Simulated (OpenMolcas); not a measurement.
## S⁴⁺: effect of the IPEA shift

```json
{"Program": "OpenMolcas 26.06", "Basis": "ANO-RCC-VTZP [5s4p2d1f]", "Scalar Hamiltonian": "DKH2, point nucleus", "Active space": "2 electrons in 8 orbitals (3s 3p 4s 4p)", "State averaging": "2S+1 = 3 even, 3 roots; 2S+1 = 1 even, 7 roots; 2S+1 = 3 odd, 3 roots; 2S+1 = 1 odd, 3 roots", "Spin-orbit coupling": "RASSI with atomic mean-field integrals over the reference wave functions, term energies averaged over their components"}
```

Methods on the same reference wave functions:
A. CASSCF
B. MS-CASPT2, IPEA 0 Eh, imaginary shift 0.1 Eh (closed shells correlated: 2s 2p)
C. MS-CASPT2, IPEA 0.25 Eh, imaginary shift 0.1 Eh (closed shells correlated: 2s 2p)

Energies in eV above 3s² ¹S₀, the measured ground level; measured values from NIST levels in Podobedova, Kelleher and Wiese, J. Phys. Chem. Ref. Data 38, 171 (2009); Martin, Zalubas and Musgrove, J. Phys. Chem. Ref. Data 19, 821 (1990).

| Level | A | B | C | Measured |
| --- | --- | --- | --- | --- |
| 3s² ¹S₀ | 0.0000 | 0.0000 | 0.0000 | 0.0000 |
| 3s 3p ³P°₀ | 10.3005 | 10.222 | 10.226 | 10.2937 |
| 3s 3p ³P°₁ | 10.3415 | 10.262 | 10.267 | 10.3395 |
| 3s 3p ³P°₂ | 10.4248 | 10.346 | 10.350 | 10.4339 |
| 3s 3p ¹P°₁ | 17.4736 | 16.159 | 16.193 | 15.7647 |
| 3p² ³P₀ | 24.9860 | 24.852 | 24.860 | 24.7928 |
| 3p² ³P₁ | 25.0285 | 24.895 | 24.903 | 24.8428 |
| 3p² ¹S₀ | 30.9934 | 29.554 | 29.575 | 29.1797 |

Deviations, from unrounded energies. A percentage is the sum of absolute deviations over the sum of measured energies, with the sign that they share, or ± where signs differ.

```csv
Against measurement,Levels,A,B,C
mean absolute deviation (cm-1),7,4500,1300,1400
other configurations (%),7,±3.1,±0.9,±0.9
```

B, C lie about equally close to measurement and A furthest from it. The largest miss of B in the table is 3s 3p ¹P°₁, by +3200 cm-1. The ranking rests on the paired levels alone, and a cruder setting can come out closer through cancelling errors.

Between B and C the level of the table that moves most is 3s 3p ¹P°₁, by 270 cm-1 (lowest in B, highest in C).

The lowest spin-free term lies below A's lowest term by 0.020 hartree in B, 0.020 hartree in C.

Over all roots computed the reference weight is 0.90 to 1.00 in B, 0.91 to 1.00 in C; the roots of lowest weight are the least certain, and an intruder state may touch them. Active for correlation alone: 4p 4s; no level in the range computed is led by a configuration that fills them, so any true level of that kind is missing. The ¹D term of p² mixes with s d, which this space lacks. Computed and measured levels are paired by configuration, term and J; levels that our copy of the source lacks, or whose pairing is in doubt (as where it misses far off the trend of its configuration), stay unpaired and out of the deviations. Levels of configurations outside the active space are missing. Levels that lie high or do not pair safely by name in every column are left out.

° marks odd parity.
